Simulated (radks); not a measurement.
Task: Hg II, configuration [Xe] 4f14 5d9 6s2 (not the ground configuration). Method: scalar-relativistic Kohn-Sham, LDA (Slater exchange, Perdew-Wang correlation), spin-polarised, spherical densities, point nucleus; open shells are filled with parallel spins first (spin-orbit coupling, left out, can overturn this in heavy ions); computed with a radial shooting solver on a logarithmic mesh with Libxc functionals. Some entries of the table are withheld. Estimate them.

orbital,occ.,eigenvalue (eV),<r^2> (bohr^2),<1/r> (bohr^-1)
1s up,1,-83134.68,0.0003810,97.59
1s down,1,-83134.68,0.0003810,97.59
2s up,1,-14746.07,0.005800,22.89
2s down,1,-14745.99,0.005800,22.89
2p up,3,-12720.83,0.004900,20.28
2p down,3,-12720.76,0.004900,20.28
3s up,1,-3508.759,0.03738,8.482
3s down,1,-3508.715,0.03738,8.482
3p up,3,-2923.812,0.03852,7.717
3p down,3,-2923.766,0.03852,7.717
3d up,5,-2307.881,0.03189,7.258
3d down,5,-2307.817,0.03189,7.258
4s up,1,-780.8305,0.1801,3.644
4s down,1,-780.7446,0.1801,3.644
4p up,3,-589.0257,0.2060,3.284
4p down,3,-588.9394,0.2060,3.284
4d up,5,-361.5715,0.2331,2.947
4d down,5,-361.4701,0.2330,2.947
5s up,1,-131.4613,0.9068,1.511
5s down,1,-130.9575,0.9055,1.513
4f up,7,-109.2170,0.2810,2.534
4f down,7,-109.0834,0.2806,2.535
5p up,3,-79.5158,1.209,1.287
5p down,3,-78.9290,1.208,1.288
5d up,5,-21.9648,(1),0.9179
5d down,4,-21.3728,(2),0.9156
6s up,1,-16.4098,6.628,0.5247
6s down,1,-16.1280,6.727,0.5203

Result: 
(1) 5d up <r^2> (bohr^2): 2.407
(2) 5d down <r^2> (bohr^2): 2.431
